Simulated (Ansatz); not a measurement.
**Energy profile**

The step: HO₂ ([O][OH]) + H₂ → H₂O₂ ([OH][OH]) + H; bonds formed: H1–O3; bonds broken: H1–H2 (atoms numbered as in the saddle structure below).

| atom | x (Å) | y (Å) | z (Å) |
| --- | --- | --- | --- |
| H1 | -0.1800 | -0.6818 | 0.5055 |
| H2 | 0.3618 | -1.2540 | 1.2227 |
| O3 | -0.6812 | -0.1453 | -0.2921 |
| O4 | -0.0586 | 1.0925 | -0.3491 |
| H5 | 0.5580 | 0.9887 | -1.0869 |

Electronic energies by CCSD(T) at an estimated basis limit (MP2 extrapolated from triple and quadruple zeta, plus CCSD(T) − MP2 in triple zeta), on PBE0-D4/def2-TZVP structures; H3O2, doublet; no counterpoise correction; spin–orbit coupling, which lowers free halogen atoms and radicals such as OH and SH, is left out. Computed with Ansatz 0.2.0 (basis: def2-TZVPP and def2-QZVPP); correlated methods freeze the cores; orbitals are unrestricted. Extrapolation: Hartree–Fock as exp(−7.88 √X), correlation as X^−2.97.

Give the profile in kJ/mol, counted from the separated reactants. (An estimate is asked for; the value comes from the calculation.)

Computed:
```tsv
point	kJ/mol
separated: H2 (H1, H2; singlet) + HO2 (linked as [O][OH]; O3, O4, H5; doublet)	0.0
start structure	-2.0
saddle	100.1
end structure	61.7
separated: H2O2 (linked as [OH][OH]; H1, O3, O4, H5; singlet) + H (H2; doublet)	62.9
```

No T1 diagnostic of these runs exceeds 0.032. ⟨S²⟩ of the unrestricted Hartree–Fock references: 0.75 to 0.78 (a pure state has 0.75).

For scale, one of the runs: CCSD(T)/def2-TZVPP, 104 basis functions (an equivalent command: `ansatz run in.yaml --threads 2`). Hardware: 2 CPU threads, shared host. Wall time 6 s; peak host memory 0.88 GiB.
